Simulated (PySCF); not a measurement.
Molecule: SMILES O=C(F)C(F)(F)F, C$_{2}$F$_{4}$O.

Mapped SMILES: `[O:1]=[C:2]([F:3])[C:4]([F:5])([F:6])[F:7]`.

Geometry PBE0-D3(BJ)/def2-SVP throughout; GIAO in PySCF 2.14.0 with density-fitted response routines, gas phase, one conformer, non-relativistic; equivalent atoms averaged; functional PBE0.

For orientation, def2-TZVP gives these shifts δ (against H2O, TMS, CFCl3 at the same level): O1 445.6, C2 156.1, C4 120.5, F3 20.9, F5/F6/F7 -83.7 ppm.

A run gave: O1 431.3, C2 149.3, C4 116.1, F3 33.8, F5/F6/F7 -72.7 ppm (shifts δ (against H2O, TMS, CFCl3 at the same level)).

Which basis set was used in that run?
A. cc-pVDZ
B. cc-pVTZ
C. aug-cc-pVDZ
D. IGLO-III
E. def2-SVP

Answers

E. F3 tells them apart best: def2-SVP gives 33.8, aug-cc-pVDZ gives 15.2, IGLO-III gives 19.8, cc-pVDZ gives 23.5, cc-pVTZ gives 21.5 ppm.
